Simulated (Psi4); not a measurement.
Level of theory: SAPT0/jun-cc-pVDZ, frozen core (Psi4).

Psi4 input:

```
molecule {
0 1
O 0.52109123 1.38219026 -0.96676710
Ge 0.00132017 -0.00116740 -0.00039376
O -1.19742117 0.32949946 1.25320741
O -0.76111260 -1.12929374 -1.12459346
O 1.44254813 -0.58614673 0.83546998
H -0.04367242 1.51937980 -1.73560825
H -0.78785348 0.56965804 2.09191891
H -1.42257538 -1.68025082 -0.69122176
H 2.24767552 -0.40386887 0.33798804
--
0 1
H -0.34889719 -2.63366460 1.78273311
H -0.67628230 -3.24441398 2.05310732
units angstrom
symmetry c1
no_reorient
no_com
}
set basis jun-cc-pvdz
set scf_type df
set freeze_core true
energy('sapt0')
```

Part of the output:

```
    SAPT Results
  --------------------------------------------------------------------------------------------------------
    Electrostatics                 -0.38958292 [mEh]      -0.24446697 [kcal/mol]      -1.02284982 [kJ/mol]
      Elst10,r                     -0.38958292 [mEh]      -0.24446697 [kcal/mol]      -1.02284982 [kJ/mol]

    Exchange                        1.60977901 [mEh]       1.01015158 [kcal/mol]       4.22647421 [kJ/mol]
      Exch10                        1.60977901 [mEh]       1.01015158 [kcal/mol]       4.22647421 [kJ/mol]
      Exch10(S^2)                   1.60668240 [mEh]       1.00820843 [kcal/mol]       4.21834406 [kJ/mol]

    Induction                      -0.20288319 [mEh]      -0.12731113 [kcal/mol]      -0.53266975 [kJ/mol]
      Ind20,r                      -0.51478551 [mEh]      -0.32303279 [kcal/mol]      -1.35156918 [kJ/mol]
      Exch-Ind20,r                  0.39849790 [mEh]       0.25006121 [kcal/mol]       1.04625610 [kJ/mol]
      delta HF,r (2)               -0.08659558 [mEh]      -0.05433955 [kcal/mol]      -0.22735667 [kJ/mol]

    Dispersion                     -0.97151114 [mEh]      -0.60963244 [kcal/mol]      -2.55070214 [kJ/mol]
      Disp20                       -1.06188316 [mEh]      -0.66634174 [kcal/mol]      -2.78797385 [kJ/mol]
      Exch-Disp20                   0.09037202 [mEh]       0.05670930 [kcal/mol]       0.23727171 [kJ/mol]
      Disp20 (SS)                  -0.53094158 [mEh]      -0.33317087 [kcal/mol]      -1.39398693 [kJ/mol]
      Disp20 (OS)                  -0.53094158 [mEh]      -0.33317087 [kcal/mol]      -1.39398693 [kJ/mol]
      Exch-Disp20 (SS)              0.05382456 [mEh]       0.03377542 [kcal/mol]       0.14131637 [kJ/mol]
      Exch-Disp20 (OS)              0.03654746 [mEh]       0.02293388 [kcal/mol]       0.09595534 [kJ/mol]

  Total HF                          1.01731290 [mEh]       0.63837348 [kcal/mol]       2.67095464 [kJ/mol]
  Total SAPT0                       0.04580176 [mEh]       0.02874104 [kcal/mol]       0.12025250 [kJ/mol]
```
